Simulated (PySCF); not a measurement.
V (vanadium, neutral) across methods

[Ar] 3d3 4s1 4p1, one real determinant (an excited configuration). Calculation: PySCF 2.14, in aug-cc-pwCVTZ-DK (10s9p7d4f3g, 127 functions); the spin-free X2C one-electron Hamiltonian (Gaussian nucleus).

| method | E (hartree) | mean ε 3d α (eV) | mean ε 4s α (eV) | mean ε 4p α (eV) | Σ⟨r²⟩ (bohr²) | ⟨S²⟩ |
| --- | --- | --- | --- | --- | --- | --- |
| PBE | -948.877 | -7.466 | -5.952 | -2.478 | 51.40 | 8.750 |
| r2SCAN | -949.081 | -7.641 | -6.046 | -2.502 | 50.48 | 8.751 |
| M06-2X | -949.090 | -11.063 | -7.652 | -3.665 | 50.20 | 8.751 |
| LDA | -946.892 | -7.501 | -6.126 | -2.488 | 51.12 | 8.750 |
| B97-3 | -948.981 | -9.276 | -6.608 | -3.058 | 50.94 | 8.751 |
| UHF | -948.10496 | -14.770 | -8.794 | -4.892 | 51.76 | 8.752 |
| BP86 | -949.240 | -7.545 | -6.081 | -2.552 | 51.02 | 8.750 |

Problem. Estimate the same row for PBE0.

Solution. E (hartree) = -948.908; mean ε 3d α (eV) = -9.217; mean ε 4s α (eV) = -6.704; mean ε 4p α (eV) = -3.093; Σ⟨r²⟩ (bohr²) = 50.95; ⟨S²⟩ = 8.751.

⟨L²⟩ = 14.00 against 20 for a pure G term, so this real determinant mixes terms.
